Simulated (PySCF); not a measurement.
Static response to an electric field

Compound: C3H11NSi3.
Cartesian coordinates in Å at the GFN2-xTB level; atoms count from 1:
```xyz
18
C3H11NSi3 angstrom
C     -2.301   -0.071    0.345
C     -1.033   -0.826   -0.052
C     -0.915   -0.895   -1.472
N     -0.781   -0.911   -2.611
Si     0.583    0.010    0.650
Si     2.370   -1.343    0.030
Si     0.565    2.251    0.018
H     -3.190   -0.585   -0.018
H     -2.295    0.935   -0.073
H     -2.365    0.006    1.428
H     -1.091   -1.852    0.328
H      0.321   -0.105    2.106
H      2.464   -1.492   -1.421
H      3.623   -0.748    0.502
H      2.304   -2.692    0.602
H     -0.315    3.087    0.842
H      0.136    2.430   -1.370
H      1.912    2.809    0.153
```

Level: PBE0/def2-SVPD (PySCF), static field, nuclei fixed, core orbitals frozen in the response. The polarisability tensor in these axes (au):

```
x   129.74  -7.87   0.88
y    -7.87 130.97   3.42
z     0.88   3.42 117.56
```

Task: Diagonalise the tensor; give its mean and Δα, where Δα² is half the sum of the squared differences of the eigenvalues.

Result: Principal values 116.03, 123.82 and 138.43 au; mean 126.09 au = 18.68 Å³ = 20.79 × 10⁻⁴⁰ C²·m²/J; Δα = 19.69 au (16 % of the mean).

Task: What is the dipole moment, and where does it point?

Result: (-0.37, 0.31, 3.75) D, 3.78 D in size, pointing from the negative to the positive side. Measured along this direction, the outermost atoms are N4 at the negative end and H12 at the positive end.

Task: Orientational against electronic polarisability at 250 K (dilute gas, rigid molecules)?

Result: In Gaussian units μ²/3kT = 138.02 Å³ against 18.68 Å³, a ratio of 7.39; the Debye molar polarisation (4π/3)N_A(α + μ²/3kT) is 395.3 cm³/mol, leaving out the vibrational part.

Task: Give the principal axes and the span of the nuclei along them.

Result: Largest value along (-0.66, 0.74, 0.09), where the nuclei span 6.05 Å; middle along (0.70, 0.58, 0.41), 5.62 Å; least along (-0.25, -0.34, 0.91), 3.99 Å. The response follows the extents in order.

Task: Refractivity n − 1 of an ideal gas of it at 298.15 K and 1 atm, from the electronic α?

Result: N = p/kT = 2.4615 × 10¹⁹ cm⁻³, so n − 1 = 2π × N × 18.68 × 10⁻²⁴ cm³ = 2890 × 10⁻⁶ at long wavelengths.

Task: Give the eigenvalues of the traceless quadrupole moment Θ = ½Σq(3rr − r²1), origin at the centre of nuclear charge.

Result: -15.98, 5.49, 10.49 D·Å. The values depend on the origin, since the dipole doesn't vanish. The electronic extent ⟨r²⟩ about the same centre is 1612 bohr², a root-mean-square distance of 2.41 Å for the 78 electrons.

Task: Estimate the molar refractivity from the static electronic polarisability.

Result: Lorentz–Lorenz: R = (4π/3)N_A α = 2.5225 cm³/(mol·Å³) × 18.68 Å³ = 47.1 cm³/mol, in the limit of long wavelengths.

One conformer (not necessarily the lowest) at the GFN2-xTB geometry, without solvent, vibrations or thermal averaging.
